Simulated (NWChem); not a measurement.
System: SeF$_{2}$; SMILES [Se](F)F

NWChem printed, in part:

```
             Northwest Computational Chemistry Package (NWChem) 7.3.0
             --------------------------------------------------------

 C2V symmetry detected

                             Geometry "geometry" -> ""
                             -------------------------

 Output coordinates in angstroms (scale by  1.889725989 to convert to a.u.)

  No.       Tag          Charge          X              Y              Z
 ---- ---------------- ---------- -------------- -------------- --------------
    1 Se                  34.0000     0.00000000     0.00000000     0.39863423
    2 F                    9.0000    -1.29088900     0.00000000    -0.75297577
    3 F                    9.0000     1.29088900     0.00000000    -0.75297577

 Effective nuclear repulsion energy (a.u.)     203.8119211413

      Symmetry information
      --------------------

 Group name             C2v
 Group number             16
 Group order               4
 No. of unique centers     2

  pbe96 is a nonlocal functional; adding pw91lda local functional.

                                 NWChem DFT Module
                                 -----------------

 Summary of "ao basis" -> "ao basis" (spherical)
 ------------------------------------------------------------------------------
       Tag                 Description            Shells   Functions and Types
 ---------------- ------------------------------  ------  ---------------------
 Se                         def2-svp                12       32   5s4p3d
 F                          def2-svp                 6       14   3s2p1d

      Symmetry analysis of basis
      --------------------------

        a1         25
        a2          7
        b1         17
        b2         11

            General Information
            -------------------
          SCF calculation type: DFT
          Wavefunction type:  closed shell.
          No. of atoms     :     3
          No. of electrons :    52
           Alpha electrons :    26
            Beta electrons :    26
          Charge           :     0
          Spin multiplicity:     1
          Use of symmetry is: on ; symmetry adaption is: on
          Maximum number of iterations: 150
          AO basis - number of functions:    60
                     number of shells:    24
          Convergence on energy requested:  1.00D-06
          Convergence on density requested:  1.00D-05
          Convergence on gradient requested:  5.00D-04

              XC Information
              --------------
                     Hartree-Fock (Exact) Exchange  1.000
                     LC-wPBE(h)Exchange Functional  1.000
            Perdew 1991 LDA Correlation Functional  1.000 local
           PerdewBurkeErnz. Correlation Functional  1.000 non-local

           Range-Separation Parameters
           ---------------------------
           Alpha           :  0.00
           Beta            :  1.00
           Gamma           :  0.25
           Short-Range HF  :     F

             Grid Information
             ----------------
          Grid used for XC integration:  medium
          Radial quadrature: Mura-Knowles
          Angular quadrature: Lebedev.
          Tag              B.-S. Rad. Rad. Pts. Rad. Cut. Ang. Pts.
          ---              ---------- --------- --------- ---------
          Se                  1.15      112           6.0       590
          F                   0.50       49           7.0       434
          Grid pruning is: on
          Number of quadrature shells:   161
          Spatial weights used:  Erf1

      Superposition of Atomic Density Guess
      -------------------------------------

 Sum of atomic energies:       -2598.09680797

      Non-variational initial energy
      ------------------------------

 Total energy =   -2598.207516
 1-e energy   =   -4028.368907
 2-e energy   =    1226.349470
 HOMO         =      -0.212916
 LUMO         =      -0.037323

      Symmetry analysis of molecular orbitals - initial
      -------------------------------------------------

  Numbering of irreducible representations:

     1 a1          2 a2          3 b1          4 b2

  Orbital symmetries:

     1 a1          2 a1          3 b1          4 a1          5 b2
     6 a1          7 b1          8 a1          9 b1         10 a1
    11 b2         12 b1         13 a1         14 a1         15 a2
    16 b2         17 a1         18 b1         19 a1         20 b1
    21 a1         22 b2         23 a2         24 b1         25 a1
    26 b2         27 b1         28 a1         29 a1         30 b2
    31 a1         32 b1         33 a2         34 b2         35 a1
    36 a1

   convergence    iter        energy       DeltaE   RMS-Dens  Diis-err
 ---------------- ----- ----------------- --------- --------- ---------
 d= 0,ls=0.0,diis     1  -2600.1483959759 -2.80D+03  1.94D-02  8.11D-01
 d= 0,ls=0.0,diis     2  -2600.1485329941 -1.37D-04  8.75D-03  1.07D+00
 d= 0,ls=0.0,diis     3  -2600.2377226984 -8.92D-02  1.19D-03  3.51D-02
 d= 0,ls=0.0,diis     4  -2600.2400107791 -2.29D-03  1.51D-04  2.62D-04
 d= 0,ls=0.0,diis     5  -2600.2400330619 -2.23D-05  3.70D-05  5.35D-06
 d= 0,ls=0.0,diis     6  -2600.2400338416 -7.80D-07  1.49D-05  1.16D-06
 d= 0,ls=0.0,diis     7  -2600.2400339870 -1.45D-07  7.80D-06  9.81D-08

         Total DFT energy =    -2600.240033986993
      One electron energy =    -4026.067339592951
           Coulomb energy =     1329.603661518789
    Exchange-Corr. energy =     -107.588277054141
 Nuclear repulsion energy =      203.811921141311

 Numeric. integr. density =       52.000005193679

                  Occupations of the irreducible representations
                  ----------------------------------------------

[...]
```

Level: LC-wPBE (HJS exchange hole, range parameter 0.25 per bohr)/def2-SVP, vertical spin-unrestricted ions. All runs use the structure optimised with PBE0-D3(BJ)/def2-TZVP.

Task: Write an input that gives this output.

Result: One answer among several that fit: the input that was run:
```
start job
memory heap 200 mb stack 900 mb global 1100 mb
geometry units angstroms noautoz
  Se     0.000000     0.000000     0.378333
  F     -1.290889     0.000000    -0.773277
  F      1.290889     0.000000    -0.773277
end
basis spherical
  Se library def2-svp
  F library def2-svp
end
dft
  xc xwpbe 1.00 cpbe96 1.0 hfexch 1.00
  cam 0.25 cam_alpha 0.0 cam_beta 1.0
  iterations 150
  vectors input atomic output neutral.movecs
end
task dft energy
charge 1
dft
  odft
  mult 2
  vectors input atomic output cation.movecs
end
task dft energy
```
